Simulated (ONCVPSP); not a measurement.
Ge (Z = 32), ONCV: configuration errors across variants

```
Element                 : germanium
Generator               : ONCVPSP 4.0.1
Type                    : optimised norm-conserving Vanderbilt (ONCV)
Functional              : PBEsol
Relativity              : fully relativistic
Frozen core             : [Ar] 3d10
Valence charge          : 4
Reference configuration : 4s2 4p2
Partial waves           : 4s: rc 1.70 bohr, ncon 4, nbas 8, qcut 4.5 1/bohr, 2 projectors, debl 1.9 Ha; 4p: rc 1.90 bohr, ncon 3, nbas 6, qcut 3.4 1/bohr, 2 projectors, debl 2.6 Ha
Local potential         : polynomial inside 1.15 bohr (lpopt 5, dvloc0 0 Ha)
Core correction         : Teter function fitted to the true core (icmod 2), fcfact 0.65
```

Open shells are filled in proportion to 2j + 1.

All-electron excitation energies from the reference (eV): (1) 4s2 4p1 7.455; (2) 4s2 4p0 22.908; (3) 4s1 4p0 57.697; (4) 4s0 4p4 16.206.

4 further variants failed, have other tests or another functional or relativity, and are left out.

A true bound ghost makes a file unfit for plane-wave use even where its test errors are small: the radial tests pick states by their node count and pass the ghost by.

Errors AE − PS in meV (a dash: test not solved or not reliable):

```
      change   (1)   (2)   (3)  (4)  bound ghosts  GHOST(+) flags above zero
        base  +0.4  -6.8  -171  -33          none              s, p3/2, p1/2
p: debl 3.25  +0.5  -6.8  -171  -33          none              s, p3/2, p1/2
  p: rc 2.08  -0.1   -12  -186  -23          none                          s
  s: nproj 3  +0.4  -7.0  -171  -33             s              s, p3/2, p1/2
```

(1) Give the same row for: local potential polynomial inside 1.15 bohr (lpopt 5, dvloc0 6.5 Ha).

## Answers

(1) +0.4, -6.9, -171, -33; bound ghosts: none; GHOST(+) flags above zero: s.
